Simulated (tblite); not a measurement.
Task: What does the GFN2-xTB structure of `C=CP(C#CC)C(C)C` look like in three dimensions?

Result: 
```xyz
22
C8H13P angstrom
C      1.4314    2.4901   -0.2303
C      0.2468    2.1672    0.2630
P     -0.1636    0.5941    1.0873
C      1.1691   -0.3965    0.4892
C      2.0906   -1.1287    0.2277
C      3.1879   -1.9873   -0.1594
C     -1.4777   -0.0123   -0.1301
C     -1.7284   -1.4955    0.1167
C     -2.7639    0.7865    0.0472
H      2.2495    1.7878   -0.2324
H      1.6295    3.4630   -0.6528
H     -0.5547    2.8975    0.2841
H      4.1026   -1.4024   -0.2566
H      2.9726   -2.4657   -1.1154
H      3.3408   -2.7577    0.5965
H     -1.0915    0.1289   -1.1473
H     -2.1029   -1.6528    1.1270
H     -0.8086   -2.0656    0.0000
H     -2.4660   -1.8788   -0.5873
H     -2.6146    1.8384   -0.1875
H     -3.1202    0.7083    1.0734
H     -3.5390    0.4007   -0.6139
```

Orientation and origin are arbitrary. Atoms count from 1 in this order. The 3 C–P bonds span 1.765 Å (P3–C4, drawn single) to 1.891 Å (P3–C7, drawn single), a spread of 0.126 Å. The 5 C–C bonds span 1.206 Å (C4≡C5, drawn triple) to 1.524 Å (C7–C9, drawn single), a spread of 0.318 Å. P3 (phosphine phosphorus) is pyramidal (angles 99.3°, 98.2° and 97.3°, sum 294.7°, 0.89 Å off the plane of its three neighbours). Of the pairs four or more bonds apart, C4···H10 is among the closest relative to their van der Waals radii: 2.54 Å, 88 % of the sum of Bondi's values.

Bonds between heavy atoms (Å): C1=C2 1.323, C2–P3 1.823, P3–C4 1.765, C4≡C5 1.206, C5–C6 1.446, P3–C7 1.891, C7–C8 1.524, C7–C9 1.524.

The geometry is computed with GFN2-xTB (gas phase).

Point group: C1 (no symmetry element, even within 0.4 Å). Its lowest GFN2-xTB frequency is 17i cm⁻¹, too small to tell a flat minimum from a shallow saddle. The numbers are those of one conformer (C1–C2–P3–C4 -19°, C2–P3–C7–C8 165°). 3 starts were optimised and ended at 0.00, 0.02 and 0.15 kcal/mol (GFN2-xTB); the lowest of these is shown.
